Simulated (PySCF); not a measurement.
Excitations are Tamm–Dancoff values on a coarser integration grid. The basis has no diffuse functions, so Rydberg states are missing or too high.

## H₃FGeS₃, SMILES `[SH][Ge]([SH])([SH])[F]` (charge 0, multiplicity 1)

Computed with PBE-D3(BJ)/def2-TZVP (PySCF).

- HOMO: -6.64 eV
- dipole moment: 1.85 D
- HOMO–LUMO gap: 4.18 eV
- LUMO: -2.46 eV
- S1 excitation (TDA): 4.37 eV
- S1 oscillator strength: 0.014
- T1 excitation (TDA): 3.98 eV
- S1–T1 gap (TDA): 0.39 eV
- total energy: -3372.5287 Ha
- cost: around 4 core-minutes (rough)

```xyz
8

F     -0.3583    -0.8558     1.8318
Ge     0.0888    -0.0371     0.3375
S     -1.1890    -0.8543    -1.2909
S     -0.2295     2.0989     0.8598
S      2.2143    -0.4312    -0.1631
H     -2.3171    -0.6984    -0.5548
H     -0.1529     2.4712    -0.4410
H      1.9436    -1.6933    -0.5793
```
Charge 0, spin multiplicity 1.
